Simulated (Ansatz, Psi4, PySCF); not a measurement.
Process, species as SMILES: OB(O)[CH2] -> CB([O])O

Property: isomerisation energy (electronic), in kcal/mol. Terms: dispersion terms only where a functional's name holds one; non-relativistic; 6-311+G** with 5d; UHF or UKS for open shells; no spin-orbit coupling; frozen cores in correlated levels; six Cartesian d functions in 6-31G* and its kin unless marked 5d; LANL2DZ all-electron up to Ne. CBS(X,Y): correlation extrapolated as X^-3; Hartree-Fock from the larger set. First-principles rows: single points at B3LYP-D3(BJ) geometries (Ansatz, a quantum-chemistry and plane-wave program).

Coupled cluster (Ansatz) is a level with limits of its own, used here on species with T1 under 0.025 (0.045 for open shells) and stable references: CCSD(T)/CBS(aug-cc-pVTZ,aug-cc-pVQZ).

Value to compare with, CCSD(T)/CBS(aug-cc-pVTZ,aug-cc-pVQZ) (Ansatz): 17.1 kcal/mol.

```csv
level,program,isomerisation energy (electronic) (kcal/mol),difference
HF/6-311+G**,Ansatz,9.2,-7.9
PBE/STO-3G,Ansatz,-15.3,-32.4
PBE/LANL2DZ,Ansatz,7.0,-10.1
PBE/6-311+G**,Ansatz,12.1,-5.0
BP86/6-31G* (5d),PySCF,7.2,-9.9
B3LYP/LANL2DZ,Ansatz,8.7,-8.4
B3LYP/6-31G*,Ansatz,7.8,-9.3
B3LYP/6-31G**,Ansatz,10.5,-6.6
B3LYP/def2-SVP,Ansatz,12.2,-4.9
PBE0/6-311+G**,Ansatz,13.8,-3.3
M06-2X/6-311+G**,PySCF,16.2,-0.9
wB97X-D/6-31G*,Psi4,9.0,-8.1
MP2/LANL2DZ,Ansatz,16.9,-0.2
MP2/6-31G*,Ansatz,15.2,-1.9
PBE/def2-TZVPD,Ansatz,12.1,-5.0
PBE0/def2-TZVPD,Ansatz,13.7,-3.4
B2PLYP-D3(BJ)/def2-TZVPD,Ansatz + dftd3,15.4,-1.7
```

Among the 14 habitual levels, PBE/STO-3G lies farthest from CCSD(T)/CBS(aug-cc-pVTZ,aug-cc-pVQZ) (Ansatz) (-32.4 kcal/mol) and MP2/LANL2DZ nearest (-0.2); 0 of 14 lie above it, and their mean absolute difference is 7.8 kcal/mol, the median 7.2. One case shows no general order.

The levels are drawn from those run, B3LYP/6-31G* more often than the rest, none by its result; left out are runs that failed, that the program found above a lower state of the same kind, or whose <S^2> lies over 0.5 above the pure value.
